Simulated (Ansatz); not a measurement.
Molecule: CBF₅ (charge 0, singlet). SMILES: FB(F)C(F)(F)F
Coordinates optimised at B3LYP-D3(BJ)/def2-TZVP (Ansatz, a first-principles code):
```
C
F 1 1.3441
F 1 1.3522 2 107.53
F 1 1.3524 2 107.52 3 -115.35
B 1 1.6155 2 112.91 3 122.37
F 5 1.3086 1 120.62 2 0.50
F 5 1.3094 6 120.32 1 -179.96
```

Quantity: atomisation energy (electronic, to ground-state atoms), in kcal/mol. Valence correlation only, unless marked. UHF or UKS for open shells. Spin-orbit coupling is left out. Non-relativistic. The coupled-cluster limit lacks core correlation, which all-electron functionals hold. CBS marks a two-point X^-3 extrapolation of the correlation energy; Hartree-Fock from the larger set.

```tsv
level	program	atomisation energy (kcal/mol)
BLYP-D3(BJ)/def2-TZVPD	Ansatz + dftd3	…
r2SCAN-D3(BJ)/def2-TZVPD	Ansatz + dftd3	754.2
PBE0/6-31G*	Ansatz	760.9
BHLYP-D3(BJ)/def2-TZVPD	Ansatz + dftd3	…
CAM-B3LYP-D4/def2-TZVPD	Ansatz + dftd4	752.2
B2GP-PLYP-D3(BJ)/def2-TZVPD	Ansatz + dftd3	739.8
SCS-MP2/6-31G*	Ansatz	727.3
SCS-MP2/cc-pVDZ	Ansatz	695.2
SCS-MP2/cc-pVTZ	Ansatz	742.5
CCSD/cc-pVTZ	Ansatz	…
CCSD/cc-pwCVTZ	Ansatz	709.9
CCSD/cc-pVQZ	Ansatz	719.5
CCSD(T)/CBS(aug-cc-pVTZ,aug-cc-pVQZ)	Ansatz	747.2
```

Task: Some entries are withheld; supply them.

Result: 
- BLYP-D3(BJ)/def2-TZVPD, atomisation energy (kcal/mol): 749.6
- BHLYP-D3(BJ)/def2-TZVPD, atomisation energy (kcal/mol): 698.8
- CCSD/cc-pVTZ, atomisation energy (kcal/mol): 709.0
